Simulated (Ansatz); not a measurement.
Mulliken charges of `[Cl][GeH2][NH][SiH](Cl)Cl` from PBE/def2-TZVPP in Ansatz (PBE0-D4/def2-TZVP geometry).

```csv
atom,x (Å),y (Å),z (Å),charge (e)
Cl1,2.338,-1.222,-1.260,-0.292
Ge2,0.597,-1.522,-0.020,0.356
N3,-0.596,-0.162,-0.299,-0.318
Si4,-0.496,1.479,0.137,0.516
Cl5,0.896,1.635,1.620,-0.196
Cl6,-2.317,2.127,0.806,-0.201
H7,1.083,-1.527,1.425,0.038
H8,-0.078,-2.811,-0.495,0.015
H9,-1.320,-0.394,-0.966,0.141
H10,-0.109,2.396,-0.948,-0.060
```

Question: By hand: the dipole of these point charges (1 e Å = 4.8032 D).

Answer: Σ q r = (-0.386, -0.418, 0.014) e Å, of length 0.569 e Å = 2.73 D.

Question: How does the dipole of the full density compare? (An estimate is asked.)

Answer: The calculation gave: (-0.295, -0.293, -0.086) e Å, 2.04 D; the point charges give 1.34 times that, at 13° from its direction.

Point charges leave out the atoms' own dipoles, such as those of lone pairs, and Mulliken's split depends on the basis, so the two needn't agree.
